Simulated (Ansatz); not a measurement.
The inner images of a band of BrH + Cl2F2Ge (7 atoms, charge 0, multiplicity 1) are given out of order.

Method: Ansatz, RKS PBE-D4/def2-SVP.

Image 0:

```xyz
7
Properties=species:S:1:pos:R:3
Ge 0.206 0.000 -0.190
F 0.103 0.000 1.556
F 1.905 0.000 -0.526
Cl -0.667 1.783 -0.942
Cl -0.667 -1.783 -0.942
Br -3.255 0.000 1.714
H -1.881 0.000 2.151
```

Image 6:

```xyz
7
Properties=species:S:1:pos:R:3
Ge -0.632 -0.007 -0.592
F 0.060 0.035 3.131
F 0.847 -0.017 0.312
Cl -0.676 1.767 -1.785
Cl -0.682 -1.764 -1.809
Br -2.410 -0.015 0.881
H -0.762 0.003 2.681
```

Problem. Put them in order from the first end to the last, with their energies above the first end.
A.
```xyz
7
Properties=species:S:1:pos:R:3
Ge -0.544 -0.012 -0.315
F 0.049 0.046 2.380
F 1.147 -0.031 0.083
Cl -0.739 1.847 -1.367
Cl -0.752 -1.837 -1.424
Br -2.523 -0.034 0.981
H -0.892 0.021 2.483
```
B.
```xyz
7
Properties=species:S:1:pos:R:3
Ge -0.470 -0.007 -0.160
F 0.015 0.024 2.079
F 1.277 -0.016 -0.073
Cl -0.764 1.871 -1.168
Cl -0.770 -1.868 -1.198
Br -2.600 -0.019 1.067
H -0.942 0.014 2.273
```
C.
```xyz
7
Properties=species:S:1:pos:R:3
Ge -0.591 -0.021 -0.466
F 0.073 0.089 2.729
F 0.997 -0.061 0.222
Cl -0.703 1.816 -1.557
Cl -0.730 -1.791 -1.660
Br -2.444 -0.058 0.939
H -0.858 0.026 2.614
```
D.
```xyz
7
Properties=species:S:1:pos:R:3
Ge -0.017 0.000 -0.092
F 0.063 0.007 1.684
F 1.690 -0.006 -0.362
Cl -0.756 1.810 -0.937
Cl -0.759 -1.807 -0.943
Br -2.897 -0.008 1.416
H -1.579 0.005 2.054
```
E.
```xyz
7
Properties=species:S:1:pos:R:3
Ge -0.302 -0.003 -0.075
F -0.032 0.013 1.870
F 1.440 -0.008 -0.187
Cl -0.752 1.870 -1.018
Cl -0.755 -1.868 -1.032
Br -2.673 -0.011 1.219
H -1.181 0.007 2.043
```

Solution. D (+18.7 kJ/mol), E (+65.3 kJ/mol), B (+47.3 kJ/mol), A (+30.3 kJ/mol), C (+13.1 kJ/mol).

The run took 100 s on 4 threads of Arm Neoverse V1 (shared host), peak memory 0.23 GiB.
